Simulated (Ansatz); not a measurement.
Wavefunction ladder for C3H2F4 (`FC(F)=CC(F)F`)

```tsv
atom	x (Å)	y (Å)	z (Å)
F1	1.4965	-1.4035	-0.1718
C2	0.3190	-1.1303	-0.6781
F3	-0.0055	-2.0290	-1.5697
C4	-0.4357	-0.1020	-0.3441
C5	-0.0205	0.8891	0.6737
F6	-0.9325	0.9348	1.6819
F7	0.0124	2.1346	0.1278
H8	-1.3932	0.0234	-0.8301
H9	0.9596	0.6829	1.1105
```

The species carries charge 0 and has multiplicity 1. All single points use the PBE0-D4/def2-TZVP geometry. It is one conformer, not always the lowest. Frozen core, restricted reference, Ansatz. CBS rows extrapolate triple and quadruple zeta; past MP2 they add the triple-zeta difference.

| basis | HF (Eh) | MP2 corr. |
| --- | --- | --- |
| def2-SVP | -512.08104 | -1.11679 |
| def2-TZVPP | -512.71465 | -1.45738 |
| def2-QZVPP | -512.73674 | -1.58503 |

Estimate the CCSD correlation energy and the (T) correction in each basis where they were run (hartree).


```csv
basis,CCSD corr.,(T)
def2-SVP,-1.14623,-0.02708
def2-TZVPP,-1.47296,-0.05169
CBS(def2),-1.69517,as TZ
```
